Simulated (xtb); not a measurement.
pyridine-3-carbonitrile (C6H4N2), SMILES n1cccc(C#N)c1. All values are semi-empirical tight-binding results from xtb (GFN2-xTB unless named), good for trends rather than for accurate numbers. Coordinates come from a GFN2-xTB optimisation.

Problem. Estimate the properties. (Estimate from the structure and the level; the computed values follow.)

Solution. 
point group as xtb finds it: Cs
orbital gap: 2.68 eV
dipole moment: 3.60 D
zero-point energy: 52.8 kcal/mol
G − E(el) at 298.15 K (modified RRHO): 33.6 kcal/mol
static polarisability (D4 model): 76.1 bohr³
solvation energy, GFN2-xTB/ALPB(water): -7.2 kcal/mol
solvation energy, GFN2-xTB/ALPB(chcl3): -8.6 kcal/mol

Computed IR lines (harmonic; lines under 4 % of the strongest left out, lines within 3 cm⁻¹ merged):
ν (cm⁻¹): 147 (w), 680 (w), 1005 (w), 1552 (m), 1566 (m), 2375 (vs), 3067 (m), 3082 (w), 3102 (w) (against the strongest line: vs over 80 %, s over 45 %, m over 15 %, w over 4 %, vw less)
